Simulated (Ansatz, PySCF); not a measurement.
The pair A = BiClH2 (SMILES [Cl][BiH2]) (first 4 atoms), B = HF (SMILES F); geometry from B3LYP-D3(BJ)/def2-TZVP.
(charge 0, multiplicity 1):
```xyz
6

Cl     1.8430    -0.7569     1.4460
Bi     0.2613     0.5801     0.0195
H     -0.5686    -0.8841    -0.6133
H      1.3825     0.5393    -1.3942
F     -0.7697    -0.6073     2.9593
H      0.1210    -0.8289     2.7559
```

Cores are frozen in the correlated methods. Filled d and f shells under p-block atoms count as core. CBS: X⁻³ extrapolation of the correlation energy, Hartree–Fock from the larger set. MP2 and its Hartree–Fock in def2-QZVPPD are density fitted.

The values were computed with Ansatz (a first-principles code) with Gaussian orbitals; PySCF for the dispersion terms. Values without a source in brackets are computed. In def2 rows elements past Kr take small-core potentials, without spin–orbit coupling.

The monomers are drawn apart, rigid, along the line of their centres of mass. Counterpoise-corrected interaction energies (kcal/mol):

| level | R = 4.019 Å | R = 4.885 Å |
|---|---|---|
| PBE/def2-TZVPPD | -3.6690 | -1.6673 |
| PBE-D3(BJ)/def2-TZVPPD | -4.2128 | -1.9001 |
| wB97M-V/def2-TZVPPD | -4.0734 | -1.8671 |
| MP2/CBS(def2-TZVPPD, def2-QZVPPD) + ΔCCSD(T)/def2-TZVPPD | -3.8430 | -1.7829 |

R is the distance of the centres of mass. Find the local exponent m of E ∝ R⁻ᵐ between the two points.


m = ln(E₁/E₂)/ln(R₂/R₁): PBE/def2-TZVPPD 4.0; PBE-D3(BJ)/def2-TZVPPD 4.1; wB97M-V/def2-TZVPPD 4.0; MP2/CBS(def2-TZVPPD, def2-QZVPPD) + ΔCCSD(T)/def2-TZVPPD 3.9. For scale, two fixed dipoles give m = 3, dipole and quadrupole 4, quadrupoles 5, and dispersion or dipole-induced dipole 6 at long range; at these distances several terms mix, and what is left of overlap and damping shifts m, so it need not match one of them.
